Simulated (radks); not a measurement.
Values are calculated unless marked as measured or tabulated.
The tin anion Sn4-, [Xe], held by a Watson sphere: a shell of charge +3.88 at radius R that stands for the Madelung well of a crystal (potential energy -3.88/R inside, -3.88/r outside, in hartree with lengths in bohr). Level of theory: scalar-relativistic Kohn-Sham, LDA (Slater exchange, Perdew-Wang correlation), spin-unpolarised, spherical densities, finite nucleus; Fermi nuclear charge, rms radius of each element as measured or else 0.836 A^(1/3) + 0.57 fm (a radial shooting solver on a logarithmic mesh with Libxc functionals). Response by self-consistent Sternheimer equations with the Hartree and adiabatic LDA kernel, the relativistic mass of each level held fixed and spin-orbit coupling left out. The sphere does not respond.

| R (bohr) | e(4d) (eV) | e(5s) (eV) | e(5p) (eV) | <r> 5p (bohr) | sum of <r^2> (bohr^2) | X-ray form factor at sin(theta)/lambda = 0.2 1/angstrom | alpha (bohr^3) |
|---|---|---|---|---|---|---|---|
| 2.39 | -26.673 | -13.839 | -6.375 | 2.829 | 91.21 | 40.259 | 52.27 |
| 2.51 | -26.033 | -13.411 | -6.214 | 2.887 | 93.86 | 40.191 | 56.28 |
| 3.76 | -23.171 | -10.074 | -4.465 | 3.556 | 126.9 | 39.975 | 132.7 |
| 5.51 | -22.582 | -8.166 | -2.884 | 4.562 | 187.4 | 40.196 | 414.9 |
| 5.86 | -22.571 | -8.014 | -2.685 | 4.767 | 201.8 | 40.222 | 506.6 |
